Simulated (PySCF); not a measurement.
## Charge on either side of a bond

Compound: C₃H₁₁NO₂Si₂.
SMILES with atom numbers: `[NH2:1][Si@H:2]([CH2:3][SiH3:4])[CH2:5][O:6][CH:7]=[O:8]` (hydrogens: H9, H10 on N1; H11 on Si2; H12, H13 on C3; H14, H15, H16 on Si4; H17, H18 on C5; H19 on C7)

Geometry (GFN2-xTB, Å), atoms numbered from 1 in this order:
```
atom  x, y, z in Å
N1    -0.5505   -1.0317    1.4045
Si2    0.1435    0.1142    0.3287
C3    -1.1500    0.4143   -1.0305
Si4   -2.8181    1.0614   -0.4185
C5     1.6234   -0.7560   -0.5413
O6     2.9080   -0.3339   -0.0624
C7     3.0478   -0.2289    1.2270
O8     2.2029   -0.4225    2.0600
H9     0.0341   -1.3689    2.1551
H10   -1.4844   -0.8589    1.7403
H11    0.6035    1.4255    0.8156
H12   -0.7453    1.1256   -1.7497
H13   -1.3150   -0.5105   -1.5820
H14   -3.6475    1.4530   -1.5637
H15   -3.5254    0.0211    0.3347
H16   -2.6255    2.2239    0.4515
H17    1.6545   -0.5474   -1.6081
H18    1.5510   -1.8368   -0.4062
H19    4.0834    0.0657    1.4676
```

Atomic charges (e) from the PBE0/pcSseg-1 density (PySCF):

```
atom  Mulliken      IAO  Hirshfeld  ESP-fitted
  N1   -0.6233  -0.8371    -0.3180     -1.0710
 Si2   +0.9219  +1.0302    +0.3673     +0.6979
  C3   -0.8796  -0.8405    -0.2536     -0.4814
 Si4   +0.4670  +0.6016    +0.3089     +0.4477
  C5   -0.2627  -0.3637    -0.0869     -0.0585
  O6   -0.4178  -0.3076    -0.0918     -0.4080
  C7   +0.4437  +0.4047    +0.1817     +0.6556
  O8   -0.4507  -0.4632    -0.2228     -0.5490
  H9   +0.2062  +0.2736    +0.1049     +0.4360
 H10   +0.1921  +0.2575    +0.1081     +0.3829
 H11   -0.0876  -0.1654    -0.0967     -0.1465
 H12   +0.1646  +0.1598    +0.0402     +0.1118
 H13   +0.1671  +0.1612    +0.0413     +0.1177
 H14   -0.0808  -0.1170    -0.0808     -0.1201
 H15   -0.0834  -0.1270    -0.0790     -0.1101
 H16   -0.0767  -0.1234    -0.0799     -0.1216
 H17   +0.1411  +0.1658    +0.0483     +0.0800
 H18   +0.1480  +0.1571    +0.0446     +0.1191
 H19   +0.1111  +0.1334    +0.0635     +0.0176
```

Cut each of the bonds N1–Si2, C3–Si2, Si4–C3, C5–Si2, O6–C5 and C7–O6 in turn and sum the charges on the side of the atom named first.

In e; the other side holds the opposite charge:

| bond cut | piece | atoms | Mulliken | IAO | Hirshfeld | ESP-fitted |
| --- | --- | --- | --- | --- | --- | --- |
| N1–Si2 | NH2 | 3 | -0.225 | -0.306 | -0.105 | -0.252 |
| C3–Si2 | CH5Si | 7 | -0.322 | -0.285 | -0.103 | -0.156 |
| Si4–C3 | SiH3 | 4 | +0.226 | +0.234 | +0.069 | +0.096 |
| C5–Si2 | C2H3O2 | 7 | -0.287 | -0.274 | -0.063 | -0.143 |
| O6–C5 | CHO2 | 4 | -0.314 | -0.233 | -0.069 | -0.284 |
| C7–O6 | CHO | 3 | +0.104 | +0.075 | +0.022 | +0.124 |

Extremes among these pieces. Mulliken: lowest CH5Si at C3, highest SiH3 at Si4; IAO: lowest NH2 at N1, highest SiH3 at Si4; Hirshfeld: lowest NH2 at N1, highest SiH3 at Si4; ESP-fitted: lowest CHO2 at O6, highest CHO at C7.

Do the schemes agree better on the pieces than on the single atoms at the cuts?

The spread between schemes averages 0.192 e for the pieces and 0.463 e for the atoms named first; it is smaller for the piece at 6 of the 6 cuts. On average they agree better on the pieces.

Geometry: GFN2-xTB, one conformer, isolated molecule.
